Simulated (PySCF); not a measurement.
**Name the molecule from its bond curve**

A diatomic of charge -1 contains Rb. Its doublet curve at UHF-CCSD(T) in a double-zeta basis (spin-free X2C with a Gaussian nucleus, PySCF), in eV from the separated fragments:

| R (Å) | E (eV) |
| --- | --- |
| 2.295 | -1.290 |
| 2.397 | -1.357 |
| 2.474 | -1.385 |
| 2.550 | -1.397 |
| 2.627 | -1.396 |
| 2.728 | -1.381 |
| 2.856 | -1.345 |
| 3.009 | -1.286 |

The fit gives ωe = 716 cm⁻¹ and the rotational constant Bₑ = 2.531 cm⁻¹.

Q: Which atom is the partner?

A: The minimum lies at 2.586 Å, so the reduced mass is 16.8576 u Å² cm⁻¹/(Bₑ·Re²) = 0.9960 u. With Rb at 84.91 u the partner weighs about 1.0 u: H. The molecule is RbH⁻.

Correlated steps freeze 9 core orbitals. Spin–orbit coupling is left out. The state was picked by a PBE0 search and need not be the measured ground state.
